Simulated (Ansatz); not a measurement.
Molecule: sum formula BNH (charge -1, singlet). It need not be the lowest isomer of its formula. Whether it binds its extra electron was not tested at this geometry. 
Coordinates optimised at B3LYP-D3(BJ)/def2-TZVP (Ansatz, a first-principles code):
```xyz
3

B      0.0000     0.0000    -0.5880
N      0.0000     0.0000     0.6732
H      0.0000     0.0000    -1.7723
```
Charge -1, spin multiplicity 1.

Basis-set convergence of Hartree-Fock and CCSD(T) correlation energies (hartree) with Ansatz. Valence correlation only, unless marked. No spin-orbit coupling. Non-relativistic. This anion needs diffuse functions, which these sets lack.

```json
[
 {"basis": "cc-pVDZ", "functions": "33", "E(HF)": "-79.67164", "E(corr, CCSD(T))": "-0.28681"},
 {"basis": "cc-pVTZ", "functions": "74", "E(HF)": "-79.69852", "E(corr, CCSD(T))": "-0.34433"},
 {"basis": "cc-pVQZ", "functions": "140", "E(HF)": "-79.70684", "E(corr, CCSD(T))": "-0.36339"},
 {"basis": "cc-pV5Z", "functions": "237", "E(HF)": "?", "E(corr, CCSD(T))": "?"}
]
```

**Question.** Complete the blanks.

**Answer.** 
- cc-pV5Z, E(HF): -79.70917
- cc-pV5Z, E(corr, CCSD(T)): -0.36996
